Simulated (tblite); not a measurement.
C6H17P2 (charge +1).
Numbering: `[CH3:1][CH2:2][CH2:3][P@+:4]([CH3:5])([PH2:6])[CH2:7][CH3:8]` (hydrogens: H9, H10, H11 on C1; H12, H13 on C2; H14, H15 on C3; H16, H17, H18 on C5; H19, H20 on P6; H21, H22 on C7; H23, H24, H25 on C8)

Computed with GFN2-xTB (tblite), gas phase: L-BFGS steps from a force-field or distance-geometry start until the largest atomic force falls under 0.01 eV/Å.

Step 16: E = -711.8289 eV
```
atom  x, y, z in Å  |  force x, y, z in eV/Å
C1      3.0763   -0.8748   -0.7517   -0.010   0.008   0.002
C2      1.7939   -0.8081    0.0734    0.032  -0.026  -0.009
C3      0.9620    0.4100   -0.3383    0.051  -0.038  -0.014
P4     -0.5985    0.5765    0.5956   -0.007   0.000  -0.031
C5     -1.4940    1.9900   -0.1328   -0.004  -0.003  -0.007
P6     -0.1840    0.8038    2.7118    0.026  -0.009   0.023
C7     -1.6142   -0.9315    0.3706   -0.030  -0.020  -0.034
C8     -1.8848   -1.2542   -1.0959   -0.002   0.003  -0.004
H9      2.8452   -0.9617   -1.8114    0.006  -0.005   0.021
H10     3.6695   -1.7385   -0.4622   -0.041   0.029   0.009
H11     3.6812    0.0173   -0.6063   -0.018  -0.013   0.020
H12     2.0456   -0.7504    1.1370   -0.032   0.041  -0.021
H13     1.2240   -1.7259   -0.0857   -0.014   0.018   0.005
H14     1.5441    1.3243   -0.1814   -0.035   0.010  -0.012
H15     0.7031    0.3547   -1.4006    0.030   0.018   0.001
H16    -0.9275    2.9084    0.0288   -0.013  -0.049  -0.023
H17    -2.4740    2.0897    0.3358    0.025  -0.017  -0.035
H18    -1.6143    1.8269   -1.2034   -0.016   0.050   0.032
H19    -1.5010    1.2210    2.9434    0.026  -0.010   0.019
H20     0.2664    2.1144    2.5037    0.006  -0.022   0.019
H21    -1.0903   -1.7577    0.8612    0.000   0.033   0.003
H22    -2.5562   -0.7737    0.9055    0.014   0.010   0.008
H23    -0.9608   -1.4393   -1.6395   -0.025  -0.007   0.012
H24    -2.4249   -0.4462   -1.5848    0.002  -0.028   0.001
H25    -2.4976   -2.1509   -1.1637    0.026   0.026   0.015
```

Step 17: E = -711.8297 eV
```
atom  x, y, z in Å  |  force x, y, z in eV/Å
C1      3.0754   -0.8746   -0.7502   -0.001   0.009  -0.003
C2      1.7929   -0.8069    0.0736    0.026  -0.023  -0.011
C3      0.9611    0.4105   -0.3397    0.049  -0.037  -0.005
P4     -0.5997    0.5778    0.5940    0.010  -0.033  -0.044
C5     -1.4949    1.9903   -0.1349    0.004  -0.012   0.009
P6     -0.1817    0.8004    2.7096    0.023  -0.018   0.015
C7     -1.6148   -0.9306    0.3713   -0.019  -0.011  -0.031
C8     -1.8850   -1.2544   -1.0940   -0.001   0.003  -0.014
H9      2.8454   -0.9611   -1.8098    0.001  -0.011   0.007
H10     3.6681   -1.7382   -0.4603   -0.038   0.021   0.011
H11     3.6806    0.0168   -0.6051   -0.012   0.000   0.026
H12     2.0440   -0.7490    1.1367   -0.027   0.048   0.001
H13     1.2235   -1.7247   -0.0839   -0.024   0.004  -0.004
H14     1.5417    1.3250   -0.1805   -0.023   0.019  -0.014
H15     0.7068    0.3558   -1.4031    0.018   0.017   0.003
H16    -0.9285    2.9069    0.0287    0.009  -0.010  -0.022
H17    -2.4733    2.0902    0.3343   -0.012  -0.015  -0.021
H18    -1.6158    1.8299   -1.2049   -0.016   0.039   0.006
H19    -1.4996    1.2145    2.9425    0.034   0.002   0.023
H20     0.2710    2.1098    2.5009   -0.002  -0.011   0.027
H21    -1.0889   -1.7551    0.8618   -0.001   0.022   0.013
H22    -2.5563   -0.7722    0.9058    0.002   0.007   0.018
H23    -0.9612   -1.4390   -1.6369   -0.001  -0.011  -0.001
H24    -2.4246   -0.4473   -1.5833   -0.012  -0.006  -0.012
H25    -2.4970   -2.1507   -1.1635    0.013   0.007   0.022
```

Step 18: E = -711.8304 eV
```
atom  x, y, z in Å  |  force x, y, z in eV/Å
C1      3.0746   -0.8743   -0.7491    0.006   0.007  -0.004
C2      1.7925   -0.8065    0.0737    0.007  -0.010  -0.007
C3      0.9613    0.4103   -0.3410    0.028  -0.018  -0.001
P4     -0.6003    0.5783    0.5920    0.024  -0.049  -0.037
C5     -1.4956    1.9903   -0.1364    0.010  -0.017   0.018
P6     -0.1794    0.7972    2.7080    0.018  -0.026  -0.002
C7     -1.6156   -0.9300    0.3714   -0.005   0.003  -0.016
C8     -1.8852   -1.2545   -1.0928   -0.002   0.001  -0.019
H9      2.8455   -0.9608   -1.8084   -0.002  -0.013  -0.008
H10     3.6663   -1.7376   -0.4585   -0.024   0.003   0.014
H11     3.6800    0.0164   -0.6037   -0.004   0.013   0.028
H12     2.0421   -0.7469    1.1364   -0.018   0.046   0.018
H13     1.2226   -1.7237   -0.0826   -0.027  -0.008  -0.010
H14     1.5394    1.3258   -0.1800   -0.009   0.021  -0.012
H15     0.7100    0.3571   -1.4049    0.009   0.012  -0.002
H16    -0.9292    2.9056    0.0281    0.026   0.020  -0.016
H17    -2.4731    2.0904    0.3327   -0.037  -0.015  -0.006
H18    -1.6173    1.8330   -1.2060   -0.015   0.025  -0.020
H19    -1.4978    1.2094    2.9422    0.038   0.010   0.026
H20     0.2746    2.1058    2.4991   -0.007  -0.003   0.033
H21    -1.0879   -1.7525    0.8627   -0.003   0.009   0.017
H22    -2.5562   -0.7710    0.9065   -0.007   0.004   0.022
H23    -0.9616   -1.4390   -1.6349    0.018  -0.012  -0.014
H24    -2.4245   -0.4483   -1.5823   -0.023   0.012  -0.023
H25    -2.4962   -2.1505   -1.1629   -0.003  -0.015   0.023
```

Problem. Estimate the geometry and energy of step 19. (The exact step hangs on the optimiser's Hessian estimate; all steps are aligned on step 18, rigid shifts and turns removed.)

Solution. E = -711.8311 eV, largest force 0.054 eV/Å
```
atom  x, y, z in Å  |  force x, y, z in eV/Å
C1      3.0739   -0.8739   -0.7481    0.010   0.002  -0.003
C2      1.7924   -0.8063    0.0736   -0.015   0.006   0.001
C3      0.9621    0.4098   -0.3424   -0.001   0.009  -0.003
P4     -0.6004    0.5778    0.5895    0.028  -0.042  -0.018
C5     -1.4961    1.9901   -0.1377    0.011  -0.014   0.016
P6     -0.1767    0.7936    2.7065    0.012  -0.030  -0.023
C7     -1.6165   -0.9296    0.3712    0.008   0.013   0.002
C8     -1.8854   -1.2546   -1.0922   -0.004  -0.003  -0.021
H9      2.8456   -0.9607   -1.8071   -0.003  -0.011  -0.019
H10     3.6641   -1.7369   -0.4565   -0.003  -0.016   0.016
H11     3.6793    0.0163   -0.6018    0.002   0.022   0.026
H12     2.0399   -0.7439    1.1365   -0.009   0.037   0.026
H13     1.2213   -1.7229   -0.0816   -0.022  -0.014  -0.012
H14     1.5369    1.3270   -0.1798    0.005   0.018  -0.009
H15     0.7133    0.3586   -1.4067    0.002   0.005  -0.010
H16    -0.9294    2.9046    0.0272    0.033   0.036  -0.007
H17    -2.4735    2.0902    0.3309   -0.044  -0.015   0.006
H18    -1.6190    1.8367   -1.2072   -0.010   0.010  -0.034
H19    -1.4952    1.2047    2.9423    0.040   0.015   0.027
H20     0.2779    2.1018    2.4981   -0.009   0.002   0.036
H21    -1.0870   -1.7499    0.8638   -0.007  -0.005   0.017
H22    -2.5563   -0.7698    0.9076   -0.010   0.001   0.019
H23    -0.9617   -1.4392   -1.6332    0.028  -0.011  -0.022
H24    -2.4249   -0.4490   -1.5819   -0.027   0.020  -0.030
H25    -2.4955   -2.1505   -1.1619   -0.016  -0.032   0.019
```

The energy changes by -0.0007 eV. The first-order estimate −F·Δx gives -0.0009 eV and the mean of the old and new forces, exact on a quadratic surface, -0.0007 eV. The step makes an angle of 66° with the force vector and moves no atom by more than 0.005 Å.

The cost below is that of the whole relaxation. Hardware: Intel Xeon Platinum 8559C, one thread, shared host with 32 logical CPUs at a one-minute load of 4.9. Cost: 0.77 s.
